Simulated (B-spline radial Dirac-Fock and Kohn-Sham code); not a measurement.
## Two-hole binding energies of Co²⁺

System: cobalt as Co²⁺, 1s2 2s2 2p6 3s2 3p6 3d7.

Method: relaxed Dirac-Fock hole states (ΔSCF) with Breit and QED corrections and a finite nucleus. Computed with a B-spline atomic structure program. U is the two-hole binding energy less the two single-hole energies, the effective repulsion of the holes after relaxation. Each two-hole energy is an average over J within one jj subconfiguration.

| holes | E(a) (eV) | E(b) (eV) | E(ab) (eV) | U (eV) |
| --- | --- | --- | --- | --- |
| 1s⁻² | 7743.8 | 7743.8 | 15869.6 | 382.0 |
| 1s⁻¹ 2p3/2⁻¹ | 7743.8 | 815.1 | 8654.5 | 95.6 |
| 2s⁻² | 963.6 | 963.6 | 1986.6 | 59.5 |
| 2s⁻¹ 2p1/2⁻¹ | 963.6 | 829.6 | ? | ? |
| 2s⁻¹ 2p3/2⁻¹ | 963.6 | 815.1 | 1832.2 | 53.5 |
| 2p1/2⁻² | 829.6 | 829.6 | 1730.6 | 71.4 |
| 2s⁻¹ 3p1/2⁻¹ | 963.6 | 98.44 | 1087.0 | 25.0 |
| 2s⁻¹ 3p3/2⁻¹ | 963.6 | 96.62 | 1085.0 | 24.8 |
| 2p1/2⁻¹ 3s⁻¹ | 829.6 | 140.0 | 995.2 | 25.6 |
| 2p1/2⁻¹ 3p3/2⁻¹ | 829.6 | 96.62 | 951.7 | 25.5 |
| 2p3/2⁻¹ 3p1/2⁻¹ | 815.1 | 98.44 | 939.2 | 25.6 |
| 3p1/2⁻² | 98.44 | 98.44 | 219.9 | 23.0 |
| 3p1/2⁻¹ 3p3/2⁻¹ | 98.44 | 96.62 | 216.4 | 21.4 |
| 3p3/2⁻² | 96.62 | 96.62 | 215.0 | 21.8 |

Task: Give the missing two-hole energy and U.

Result: E(ab) = 1847.1 eV and U = 53.9 eV.
